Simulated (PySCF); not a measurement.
Computed Raman spectrum (relative Raman activity) of a molecule C₂H₅NOSi. Coordinates come from a PBE0-D3(BJ)/def2-SVP optimisation. One conformer was computed; it need not be the lowest. Computed with PBE0-D3(BJ)/def2-SVP (PySCF). Frequencies are harmonic and unscaled.

| ν (cm⁻¹) | relative intensity |
|---|---|
| 709 | 3.6 |
| 728 | 3.2 |
| 880 | 2.7 |
| 925 | 5.0 |
| 961 | 6.7 |
| 1425 | 4.5 |
| 1430 | 3.3 |
| 1545 | 13 |
| 2241 | 100 |
| 3061 | 46 |
| 3168 | 32 |
| 3174 | 23 |

Problem. Identify the compound among the candidates.
A. [SiH3]C1=NCO1
B. C[SiH2]OC#N
C. [SiH3][C@H]1N=CO1
D. C[SiH2]N=C=O

Solution. D, C[SiH2]N=C=O
